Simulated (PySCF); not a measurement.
## C²⁺ (carbon, charge +2) across methods

[He] 2s2, closed-shell 1S. All numbers are calculated (PySCF 2.14, the non-relativistic Hamiltonian (point nucleus), in dyall-acv3z (15s9p4d2f, 76 functions)).

```csv
method,E (hartree),mean ε 1s (eV),mean ε 2s (eV),Σ⟨r²⟩ (bohr²),⟨S²⟩
wB97X-V,-36.5260,-318.61,-44.715,4.587,0.000
PW91,-36.4881,-308.80,-40.424,4.572,0.000
LC-wPBE,-36.4767,-314.48,-45.276,4.569,0.000
BLYP,-36.5142,-309.09,-40.283,4.585,0.000
LDA,-36.1300,-305.86,-40.157,4.609,0.000
r2SCAN,-36.4870,-312.32,-40.666,4.591,0.000
UHF,-36.40841,-344.24,-46.098,4.624,0.000
PBE,-36.4610,-308.42,-40.362,4.571,0.000
```

**Question.** Estimate the same row for PBE0.

**Answer.** E (hartree) = -36.4714; mean ε 1s (eV) = -317.54; mean ε 2s (eV) = -42.039; Σ⟨r²⟩ (bohr²) = 4.573; ⟨S²⟩ = 0.000.
